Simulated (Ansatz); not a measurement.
One change: `O=CBF` becomes `O=CB[SiH3]`.

Ansatz, PBE0-D4/def2-TZVP geometries, multiplicity 1. Each molecule was computed in one conformer, which needn't be the lowest.

```json
{"property": "size of the dipole moment (ωB97M-V/def2-TZVPP) / D", "`O=CBF`": "1.49"}
{"property": "HOMO energy (ωB97M-V/def2-TZVPP) / eV", "`O=CBF`": "-9.91"}
{"property": "HOMO energy (PBE/def2-TZVPP) / eV", "`O=CBF`": "-5.92"}
{"property": "LUMO energy (PBE/def2-TZVPP) / eV", "`O=CBF`": "-4.01"}
{"property": "LUMO energy (B3LYP/def2-TZVPP) / eV", "`O=CBF`": "-3.19"}
{"property": "size of the dipole moment (PBE/def2-TZVPP) / D", "`O=CBF`": "1.40"}
```

(1) What does the change do to each property? (Estimate.)

Results:

(1) Computed: 
| property | `O=CB[SiH3]` | shift |
| --- | --- | --- |
| size of the dipole moment (ωB97M-V/def2-TZVPP) / D | 2.05 | 0.56 |
| HOMO energy (ωB97M-V/def2-TZVPP) / eV | -10.12 | -0.21 |
| HOMO energy (PBE/def2-TZVPP) / eV | -6.46 | -0.54 |
| LUMO energy (PBE/def2-TZVPP) / eV | -2.81 | 1.20 |
| LUMO energy (B3LYP/def2-TZVPP) / eV | -2.00 | 1.19 |
| size of the dipole moment (PBE/def2-TZVPP) / D | 1.81 | 0.41 |

With PBE0 the HOMO falls by 0.27 eV and the LUMO rises by 1.12 eV, so the gap widens by about 1.39 eV. PBE moves the HOMO by -0.54 eV and ωB97M-V by -0.21 eV. The zero-point energy changes by 56.4 kJ/mol with +9 modes. Dipoles are sizes alone; their direction can turn.

B3LYP here is the variant with VWN-RPA as its local correlation; programs differ in this.
